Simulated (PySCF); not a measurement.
Vertical excitations of a molecule C4H7FSi from PySCF with TDA-LC-ωPBE/def2-SVPD, as energy in eV (oscillator strength): 6.37 (0.008), 6.64 (0.011), 7.42 (0.070), 7.91 (0.153), 8.05 (0.008), 8.12 (0.024), 8.38 (0.044), 8.48 (0.029), 8.75 (0.045), 8.92 (0.157). Lowest triplet (TDA): 4.17 eV. The structure is a stationary point at B3LYP-D3(BJ)/def2-SVP. Other conformers were not sampled.

### Question
Pick the molecule that these values belong to.
(A) CC(F)=C=C[SiH3]
(B) F[C@H]1CC=C[SiH2]1
(C) C[Si@H]1C=C[C@H]1F
(D) C=C=C[Si@H](C)F

### Answer
C, C[Si@H]1C=C[C@H]1F
